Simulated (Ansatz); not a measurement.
Cost and result for the atomization energy of CH6BFGeSi (`[F][Ge]1([SiH3])[BH][CH2]1`) (11 atoms, 11 bonds).

Z-matrix (Å, degrees):
```
Ge
Si 1 2.395
B 1 1.970 2 133.4
F 1 1.753 2 102.5 3 150.5
C 1 2.367 2 98.9 3 17.7
H 2 1.485 1 108.7 3 24.8
H 2 1.484 1 109.8 3 -96.3
H 2 1.484 1 107.7 3 143.9
H 3 1.186 1 129.9 2 179.2
H 5 1.092 1 80.8 2 -12.6
H 5 1.090 1 147.2 2 102.7
```

The species carries charge 0 and has multiplicity 1. Correlated methods include outer-core shells of Ge, which these sets cover unevenly. Scalar relativity is left out up to krypton. Geometry: relaxed with PBE0-D4/def2-TZVP. Program: Ansatz. All runs use 4 threads of a server CPU on a shared host. Times are those of one run each, without the atoms' runs, and a repeat can differ threefold. Electronic energies, without spin–orbit coupling; frozen cores. CCSD(T)/CBS adds CCSD(T) − MP2 in def2-TZVPP to the MP2 limit, and its time is that of the two runs behind it. T1 = 0.014. With those shells the extrapolation isn't a true limit.

CCSD(T)/CBS is a level of theory with its own doubt, some kJ/mol a heavy atom from the limit and from the frozen cores, so smaller differences don't rank the functionals.

```tsv
level	functions	wall time
LDA (SPW92)/def2-TZVPP	267	1.4 s
BLYP-D4/def2-TZVPP	267	2.1 s
revPBE-D4/def2-TZVPP	267	2.2 s
PBE-D4/def2-TZVPP (with forces)	267	2.6 s
BHLYP-D4/def2-TZVPP	267	3.7 s
CAM-B3LYP-D4/def2-TZVPP	267	4.1 s
B2PLYP/def2-TZVPP	267	6.5 s
CCSD(T)/def2-SVP	122	9.5 s
B97M-V/def2-TZVPP	267	10 s
ωB97M-V/def2-TZVPP (with forces)	267	13 s
MP2/def2-QZVPP	510	27 s
CCSD(T)/def2-TZVPP	267	4.2 min
CCSD(T)/CBS(def2)	–	4.6 min
```

Task: What atomization energy does each give, and how far from CCSD(T)/CBS? (An estimate is asked.)

Result: Computed: 
| level | atomization (kcal/mol) | difference from CCSD(T)/CBS | per bond |
| --- | --- | --- | --- |
| LDA (SPW92)/def2-TZVPP | 998.0 | 123.1 | 11.2 |
| BLYP-D4/def2-TZVPP | 873.3 | -1.6 | -0.1 |
| revPBE-D4/def2-TZVPP | 868.6 | -6.3 | -0.6 |
| PBE-D4/def2-TZVPP (with forces) | 889.2 | 14.3 | 1.3 |
| BHLYP-D4/def2-TZVPP | 851.8 | -23.1 | -2.1 |
| CAM-B3LYP-D4/def2-TZVPP | 876.1 | 1.2 | 0.1 |
| B2PLYP/def2-TZVPP | 865.1 | -9.8 | -0.9 |
| CCSD(T)/def2-SVP | 820.7 | -54.2 | -4.9 |
| B97M-V/def2-TZVPP | 883.7 | 8.8 | 0.8 |
| ωB97M-V/def2-TZVPP (with forces) | 873.9 | -1.0 | -0.1 |
| MP2/def2-QZVPP | 877.4 | 2.5 | 0.2 |
| CCSD(T)/def2-TZVPP | 854.0 | -20.9 | -1.9 |
| CCSD(T)/CBS(def2) | 874.9 | 0.0 | 0.0 |

From BLYP to BHLYP (50 % exact exchange), in def2-TZVPP and without D4, the atomization energy moves by −16.9 kcal/mol: exact exchange takes away binding that semilocal exchange gives to molecules. The D4 term adds +9.6 kcal/mol with B3LYP and +5.1 kcal/mol with PBE0; it sums over pairs of atoms, weighted by their polarisabilities, and B3LYP, whose exchange is more repulsive, gets the larger term. Leaving LDA and LC-ωPBE aside and taking each functional with its dispersion term where it has one, the values spread over 37.4 kcal/mol, from BHLYP-D4 to PBE-D4. LDA lies +114.7 kcal/mol from PBE without D4, its usual overbinding.

B3LYP here is the variant with VWN-RPA as its local correlation; programs differ in this.
